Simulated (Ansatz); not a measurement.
Ansatz results at the PBE0-D4/def2-TZVP geometry: HOMO–LUMO gap (B3LYP/def2-TZVPP) 5.96 eV; HOMO energy (ωB97M-V/def2-TZVPP) -8.57 eV; LUMO energy (PBE0/def2-TZVPP) 0.19 eV.

Each molecule was computed in one conformer, which needn't be the lowest.

(1) Which molecule gave them?
A. `C[O][Al]([NH2])[O]C`
B. `CC(C)[O][Al]([CH3])[F]`
C. `[F][Al]([Cl])[Br]`
D. `C[CH](C)[Al]([OH])[N](C)C`

Answers

(1) D. The others give `CC(C)[O][Al]([CH3])[F]`: 7.44, -10.49, -0.12; `C[O][Al]([NH2])[O]C`: 6.62, -9.52, 0.07; `[F][Al]([Cl])[Br]`: 7.12, -11.32, -1.40.

B3LYP here is the variant with VWN-RPA as its local correlation; programs differ in this.
